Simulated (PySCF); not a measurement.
Atoms are numbered as in `[CH3:1][SiH:2]([CH3:3])[SiH2:4][PH2:5]` (H(Xn): hydrogen on atom n).

One computed conformer, rapidly exchanging positions averaged, non-relativistic Hamiltonian, in vacuum. Geometry: GFN2-xTB; shielding tensors at PBE0/pcSseg-1 (GIAO); PySCF 2.14.0 with density-fitted response routines.

δ = σ(ref) − σ, references computed at the same level: 13C, 1H, 29Si vs TMS; 31P vs H3PO4.

```json
{"atoms": "H(P5)", "nucleus": "1H", "count": "2", "δ (ppm)": "0.90"}
{"atoms": "H(Si2)", "nucleus": "1H", "count": "1", "δ (ppm)": "?"}
{"atoms": "Si4", "nucleus": "29Si", "count": "1", "δ (ppm)": "-91.8"}
{"atoms": "H(C1)/H(C3)", "nucleus": "1H", "count": "6", "δ (ppm)": "0.21"}
{"atoms": "Si2", "nucleus": "29Si", "count": "1", "δ (ppm)": "-36.9"}
{"atoms": "C1/C3", "nucleus": "13C", "count": "2", "δ (ppm)": "-3.2"}
{"atoms": "P5", "nucleus": "31P", "count": "1", "δ (ppm)": "?"}
{"atoms": "H(Si4)", "nucleus": "1H", "count": "2", "δ (ppm)": "3.78"}
```

Task: Fill in the missing shifts.

Result: 
- H(Si2): 4.25 ppm, hydrogen on a silicon bonded to 2 C, Si
- P5: -303.3 ppm, phosphorus bonded to Si, 2 H

Shifts are as computed. Against solution values, carbons near 30 ppm lie about +3 ppm off and those near 130 ppm about +5 ppm. Of 1211 compounds with measured shifts, 218 miss one by over three times the rms of a fit or turn the order of signals round; such compounds aren't used in these exercises. Experimental scales use liquid or dissolved standards, which lie at an offset from isolated H3PO4.
